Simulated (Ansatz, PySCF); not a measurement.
Molecule: CF2, charge -1, multiplicity 2. 
Geometry from a B3LYP-D3(BJ)/def2-TZVP (Ansatz, a first-principles code) optimisation:
```xyz
3

C      0.0538    -0.0550     0.6938
F      0.5690     0.9631    -0.2019
F     -0.6048    -0.9264    -0.2606
```
Charge -1, spin multiplicity 2.

Total electronic energies in hartree. Cores are frozen in the correlated levels unless marked. UHF or UKS for open shells. No spin-orbit coupling. No relativistic terms. CBS(X,Y): correlation extrapolated as X^-3; Hartree-Fock from the larger set. [CCSD(T)-MP2]/basis is that difference in the basis named.

```json
[
 {"level": "HF/6-31G", "program": "Ansatz", "energy (Eh)": "-236.57915"},
 {"level": "revPBE-D4/def2-TZVPD", "program": "Ansatz + dftd4", "energy (Eh)": "-237.74964"},
 {"level": "r2SCAN-D3(BJ)/def2-TZVPD", "program": "Ansatz + dftd3", "energy (Eh)": "-237.71452"},
 {"level": "PBE0/def2-QZVPP", "program": "Ansatz", "energy (Eh)": "-237.58640"},
 {"level": "BHLYP/def2-TZVPD", "program": "Ansatz", "energy (Eh)": "-237.71638"},
 {"level": "TPSSh/def2-TZVPD", "program": "PySCF", "energy (Eh)": "-237.81314"},
 {"level": "MN15/def2-TZVPD", "program": "PySCF", "energy (Eh)": "-237.61087"},
 {"level": "RPA@PBE/cc-pVQZ", "program": "Ansatz", "energy (Eh)": "-237.80425"},
 {"level": "SCS-MP2/STO-3G", "program": "Ansatz", "energy (Eh)": "-233.25990"},
 {"level": "SCS-MP2/cc-pVTZ", "program": "Ansatz", "energy (Eh)": "-237.35513"},
 {"level": "CCSD/6-31G", "program": "Ansatz", "energy (Eh)": "-236.89532"},
 {"level": "CCSD(T)/cc-pVDZ", "program": "PySCF", "energy (Eh)": "-237.14921"},
 {"level": "CCSD(T)/cc-pVQZ", "program": "Ansatz", "energy (Eh)": "-237.48677"},
 {"level": "RI-MP2/CBS(aug-cc-pVTZ,aug-cc-pVQZ)+[CCSD(T)-MP2]/aug-cc-pVDZ", "program": "Ansatz", "energy (Eh)": "-237.5402"},
 {"level": "RI-MP2/CBS(aug-cc-pVTZ,aug-cc-pVQZ)+[CCSD(T)-MP2]/aug-cc-pVTZ", "program": "Ansatz", "energy (Eh)": "-237.5422"}
]
```

Totals of different functionals don't rank their quality; only differences between species are comparable.
